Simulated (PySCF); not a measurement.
# What settings do to a single point of [Yb(H2O)8]3+

The sound run of [Yb(H2O)8]3+ (singlet in the valence; each metal's 4f electrons, 13 of them, lie in its core potential, out of spins and levels; a saddle point, relaxed within its symmetry) uses PySCF 2.14.0, RKS BP86, Yb lcecp-1-SVP with ECP59, O def2-SVP, H def2-SVP; non-relativistic Hamiltonian with scalar-relativistic core potentials where named; density fitting; no spin-orbit coupling, grid (50, 194), threshold 1e-8 Eh and 55 cycles, at the relaxed geometry:

```xyz
25

Yb    0.0000    0.0000    0.0000
O     2.0644    0.0000    1.2352
H     2.2473    0.0000    2.2012
H     2.9562    0.0001    0.8223
O     0.0000    2.0644    1.2352
H     0.0000    2.2473    2.2012
H    -0.0001    2.9562    0.8223
O    -2.0644    0.0000    1.2352
H    -2.2473    0.0000    2.2012
H    -2.9562   -0.0001    0.8223
O     0.0000   -2.0644    1.2352
H     0.0000   -2.2473    2.2012
H     0.0001   -2.9562    0.8223
O     1.4597    1.4598   -1.2352
H     2.0903    2.0904   -0.8223
H     1.5891    1.5891   -2.2012
O    -1.4598    1.4597   -1.2352
H    -2.0904    2.0903   -0.8223
H    -1.5891    1.5891   -2.2012
O    -1.4597   -1.4598   -1.2352
H    -2.0903   -2.0904   -0.8223
H    -1.5891   -1.5891   -2.2012
O     1.4598   -1.4597   -1.2352
H     2.0904   -2.0903   -0.8223
H     1.5891   -1.5891   -2.2012
```

There Yb1 has a Mulliken charge of 0.66 e and the dipole about the centre of mass is 0.00 D. Each run below changes one thing and starts from free metal ions and neutral atoms unless it says otherwise; with 55 cycles, smearing, a level shift and second-order steps follow where DIIS fails, and their cycles count. Energy shifts count from the sound run. On f atoms grids over 110 angular points are at least (60, 302).

```csv
change,outcome,cycles,energy shift (eV),largest force component (eV/Å),charge on Yb1 (e),dipole about the centre of mass (D)
"charge changed by +4, spin kept, limit 84 cycles",not converged,84,–,–,–,–
threshold 1e-05,converged,7,0.0000,0.01,0.66,0.00
```

Question: One further run converged with energy shift (eV) 0.15, largest force component (eV/Å) 0.07, charge on Yb1 (e) 0.64, dipole about the centre of mass (D) 0.03. Which change was it?
A. grid (40, 110)
B. all coordinates × 0.94
C. spin (2S) set to 1, limit 65 cycles

Answer: A.

Question: And the other changes listed?

Answer: 
```json
{"change": "spin (2S) set to 1, limit 65 cycles", "outcome": "refused", "cycles": "–", "energy shift (eV)": "–", "largest force component (eV/Å)": "–", "charge on Yb1 (e)": "–", "dipole about the centre of mass (D)": "–"}
{"change": "all coordinates × 0.94", "outcome": "converged", "cycles": "10", "energy shift (eV)": "2.22", "largest force component (eV/Å)": "3.40", "charge on Yb1 (e)": "0.47", "dipole about the centre of mass (D)": "0.00"}
```

Forces carry noise of the integration grid, about 0.01 to 0.03 eV/Å.

An lcecp potential fixes the number of 4f electrons, so in runs with it no electron can move into or out of that shell.
